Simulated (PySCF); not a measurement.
Species: SiHMe2F, C2H7FSi.
Bonds: Si1–C3, Si1–C7, Si1–F11. Hydrogens: H2 on Si1; H4, H5, H6 on C3; H8, H9, H10 on C7.

Computed by this run: PBE0-D3(BJ)/def2-SVP geometry optimisation, gas phase in PySCF; density fitting, grid level 1; the optimiser is geomeTRIC in internal coordinates, started from a GFN2-xTB structure with every atom displaced at random (about 0.03 Å).

The end geometry, which sets the zero of energy:
```
atom  x, y, z in Å
Si1    -0.2683   -0.4838    0.4461
H2     -0.2891   -0.5491    1.9378
C3      1.4794   -0.5588   -0.1969
H4      1.9751   -1.4953    0.1005
H5      2.0713    0.2815    0.2000
H6      1.4950   -0.4964   -1.2964
C7     -1.1818    1.0189   -0.1706
H8     -2.2258    1.0179    0.1778
H9     -1.1891    1.0456   -1.2716
H10    -0.7035    1.9433    0.1900
F11    -1.0651   -1.8093   -0.0858
```

Question: These geometries come from the run, each turned onto the end geometry. Order them by energy, lowest first.
A.
```
atom  x, y, z in Å
Si1    -0.2101   -0.5345    0.4928
H2     -0.3650   -0.5968    1.9246
C3      1.4375   -0.5612   -0.2121
H4      2.0657   -1.4879    0.0799
H5      2.1085    0.2275    0.1724
H6      1.5069   -0.4725   -1.2784
C7     -1.1801    1.0374   -0.1921
H8     -2.1953    1.0560    0.1284
H9     -1.2265    1.0629   -1.2220
H10    -0.7685    1.9691    0.1639
F11    -1.0752   -1.7855   -0.0265
```
B.
```
atom  x, y, z in Å
Si1    -0.2609   -0.4978    0.4632
H2     -0.3379   -0.5562    1.9533
C3      1.4571   -0.5531   -0.2062
H4      2.0038   -1.4681    0.0792
H5      2.0815    0.2662    0.1950
H6      1.5008   -0.4796   -1.3038
C7     -1.1640    1.0138   -0.1743
H8     -2.2093    1.0093    0.1802
H9     -1.1789    1.0265   -1.2755
H10    -0.7021    1.9479    0.1876
F11    -1.0921   -1.7943   -0.0679
```
C.
```
atom  x, y, z in Å
Si1    -0.2687   -0.4838    0.4487
H2     -0.3006   -0.5522    1.9410
C3      1.4728   -0.5595   -0.1975
H4      1.9876   -1.4882    0.0907
H5      2.0706    0.2763    0.2039
H6      1.4942   -0.4896   -1.2972
C7     -1.1750    1.0181   -0.1715
H8     -2.2198    1.0131    0.1820
H9     -1.1857    1.0367   -1.2751
H10    -0.7027    1.9478    0.1863
F11    -1.0746   -1.8043   -0.0802
```

Answer: C (0.002 eV), B (0.029 eV), A (0.506 eV).

In the order of the answer:

```tsv
step	E above end (eV)	largest force (eV/Å)	rms force component (eV/Å)	rms distance from end (Å)	rms bond change (Å)	bond most changed (Å)
2	0.002	0.21	0.054	0.010	0.002	Si1–C3 -0.005
1	0.029	0.92	0.220	0.029	0.007	Si1–C3 -0.019
0	0.506	3.69	1.279	0.069	0.055	Si1–C7 +0.106
```

What follows is the cost of the whole optimisation. Time: 24 s wall; peak memory 0.36 GiB. Hardware: an AMD EPYC with one thread, shared host with 64 logical CPUs at a one-minute load of 59.
